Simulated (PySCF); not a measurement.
C3H11F3Si3, SMILES CC(C)[SiH2][SiH2][Si](F)(F)F (GFN2-xTB optimised geometry):

```
20

C      2.309    -0.956     1.542
C      2.036    -1.226     0.065
C      2.764    -0.201    -0.801
Si     0.158    -1.240    -0.311
Si    -0.743     0.887     0.000
Si    -3.019     0.887     0.000
F     -3.661     0.131    -1.249
F     -3.692     0.116     1.223
F     -3.837     2.253     0.000
H      1.945     0.030     1.827
H      3.379    -0.991     1.748
H      1.820    -1.698     2.169
H      2.446    -2.213    -0.173
H      3.837    -0.233    -0.616
H      2.597    -0.396    -1.858
H      2.414     0.806    -0.579
H     -0.464    -2.253     0.557
H     -0.010    -1.708    -1.697
H     -0.316     1.533     1.257
H     -0.314     1.847    -1.036
```

Level of theory: B3LYP/def2-SVP (PySCF 2.14.0).

Problem. What are the frontier orbital energies and the dipole moment?

Solution. HOMO-2 -9.41 eV, HOMO-1 -8.87 eV, HOMO -8.19 eV, LUMO -0.82 eV, LUMO+1 -0.72 eV; dipole moment 4.38 D.

Meta-Löwdin charges at B3LYP/def2-SVP: C1 -0.28, C2 -0.24, C3 -0.28, Si4 0.41, Si5 0.07, Si6 1.35, F7 -0.46, F8 -0.46, F9 -0.46, H10 0.09, H11 0.09, H12 0.09, H13 0.10, H14 0.09, H15 0.09, H16 0.09, H17 -0.09, H18 -0.09, H19 -0.06, H20 -0.06.
